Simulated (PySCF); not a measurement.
# A small calculation by hand: entropy of an ideal gas

FHSSi, SMILES F[Si]S (connectivity only; charge and spin as stated), neutral, multiplicity 1.

Coordinates come from a PBE-D3(BJ)/def2-TZVP optimisation. Other conformers were not sampled.

PBE-D3(BJ)/def2-TZVP in PySCF gives the harmonic wavenumbers 224, 368, 479, 695, 801, 2610 cm⁻¹ and the rotational temperatures 0.9768, 0.2092, 0.1723 K. The molar mass is 80.15 g/mol, the symmetry number 1, the spin multiplicity 1.

Question: Work out the entropy at 298.15 K and 1 atm in the rigid-rotor, harmonic-oscillator model.

Answer: 
Translation (Sackur–Tetrode at 1 atm): S = R[1.5 ln M + 2.5 ln T − 1.16487] = 163.4 J/(mol K).
Rotation: q = (√π/σ) T^1.5/√(θA θB θC) = 48600, S = R[ln q + 3/2] = 102.2 J/(mol K).
Vibration: with u = 1.4388 ν/T, each mode gives R[u/(e^u − 1) − ln(1 − e^−u)]:
```csv
ν (cm⁻¹),modes,u,S (J/(mol K))
224,1,1.08,8.06
368,1,1.78,4.55
479,1,2.31,2.98
695,1,3.35,1.31
801,1,3.87,0.86
```
The stiffer modes add less than 0.005 each. Sum 17.8 J/(mol K).
Spin: R ln 1 = 0.0 J/(mol K).
Total 283.4 J/(mol K); the program's own thermochemistry gives 283.4. Translation makes up 58 % and vibration 6 %. Anharmonicity, hindered rotation and orbital degeneracy are left out.
